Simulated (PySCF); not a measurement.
Where the electron goes

Compound: C₅H₁₀O₂.
Numbering: `[CH3:1][C:2](=[O:3])[O:4][CH:5]([CH3:6])[CH3:7]` (hydrogens: H8, H9, H10 on C1; H11 on C5; H12, H13, H14 on C6; H15, H16, H17 on C7)

Geometry (GFN2-xTB, Å), atoms numbered from 1 in this order:
```xyz
17
C5H10O2 angstrom
C      2.7804    0.0289    0.1176
C      1.3864    0.0561    0.6916
O      1.1194   -0.0323    1.8612
O      0.4807    0.1987   -0.2773
C     -0.9051    0.2306    0.1065
C     -1.6532    0.9908   -0.9788
C     -1.4232   -1.1941    0.2748
H      2.8676   -0.8027   -0.5773
H      3.5029   -0.0789    0.9206
H      2.9643    0.9492   -0.4311
H     -0.9738    0.7600    1.0660
H     -2.7060    1.0598   -0.7204
H     -1.5526    0.4727   -1.9289
H     -1.2475    1.9934   -1.0853
H     -2.4759   -1.1746    0.5414
H     -0.8717   -1.6998    1.0639
H     -1.2997   -1.7461   -0.6544
```

Method used: TDDFT wB97X-D/def2-SVPD, vertical, gas phase, core orbitals frozen in the response (PySCF).

Kohn–Sham orbitals with the atoms that hold most of them (Löwdin shares over 4%, at most four atoms; ? is withheld):

```tsv
orbital	ε (eV)	atoms
HOMO-3	-12.07	O3 20%, C6 16%, C7 13%, C5 12%
HOMO-2	-11.43	C5 24%, O4 18%, H11 13%, C6 13%
HOMO-1	-10.59	O4 39%, O3 24%, C7 11%, C5 10%
HOMO	?	?
LUMO	2.21	?
LUMO+1	2.28	C2 20%, O3 13%, C1 12%, C6 9%
LUMO+2	2.85	C1 21%, C6 14%, H12 9%, H9 8%
```

**Question.** Give the leading atoms of the HOMO.

**Answer.** O3 (bonded to C) 66%; O4 (bonded to 2 C) 9%; C1 (bonded to C and 3 H) 9%; C2 (bonded to C and 2 O) 8%. By element: oxygen 75%, carbon 17% or more.

**Question.** Which atoms hold the LUMO, and with what shares?

**Answer.** C2 (bonded to C and 2 O) 28%; O3 (bonded to C) 21%; O4 (bonded to 2 C) 10%; C1 (bonded to C and 3 H) 9%. By element: carbon 37% or more, oxygen 31%.

**Question.** What is the HOMO energy, and the HOMO–LUMO gap?

**Answer.** ε(HOMO) = -9.88 eV; the gap is 12.08 eV (0.4441 hartree).

**Question.** How does S1 compare with the orbital gap of 12.08 eV?

**Answer.** S1 is at 6.00 eV (f = 0.0010), 6.08 eV below the gap, made of HOMO→LUMO (66%), HOMO→LUMO+1 (29%). 

Next come S2 at 8.02 eV (f 0.021), HOMO→LUMO+1 (50%), HOMO→LUMO (23%), HOMO→LUMO+2 (9%); S3 at 8.23 eV (f 0.165), HOMO-1→LUMO (67%), HOMO-1→LUMO+1 (20%); S4 at 8.66 eV (f 0.0014), HOMO-2→LUMO (46%), HOMO-2→LUMO+1 (19%), HOMO-4→LUMO (14%); S5 at 8.74 eV (f 0.0053), HOMO-1→LUMO+1 (67%), HOMO-1→LUMO (20%).

One conformer stands for the species.
